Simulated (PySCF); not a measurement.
Sn(Cl)(NMe2) (C2H6ClNSn), SMILES C[N](C)[Sn][Cl] (connectivity only; charge and spin as stated), neutral, multiplicity 1. Geometry optimised at B3LYP-D3(BJ)/def2-SVP. The def2 effective core potentials stand for the cores of Sn; spin–orbit coupling is left out. One conformer was computed; it need not be the lowest.

Method: B3LYP-D3(BJ)/def2-SVP (PySCF).

Harmonic wavenumbers (cm⁻¹): 80, 136, 194, 245, 250, 302, 308, 334, 523, 979, 1081, 1102, 1150, 1225, 1271, 1428, 1443, 1452, 1467, 1471, 1494, 2956, 2963, 3007, 3013, 3068, 3135. Rotational constants (GHz): 2.935, 1.594, 1.047; symmetry number 1.

Question: Work out the zero-point energy and the ideal-gas rigid-rotor harmonic-oscillator thermochemistry at 298.15 K and 1 atm.

Answer: ZPE = ½ Σ hcν = ½ × 36077 cm⁻¹ = 51.58 kcal/mol. H − E(el) = 56.82 kcal/mol. Entropy in cal/(mol K): translation 41.76, rotation 28.58, vibration 17.48, total 87.81. G − E(el) = 30.64 kcal/mol. Cp = 25.43 cal/(mol K). Modes under 150 cm⁻¹ make the vibrational entropy uncertain.
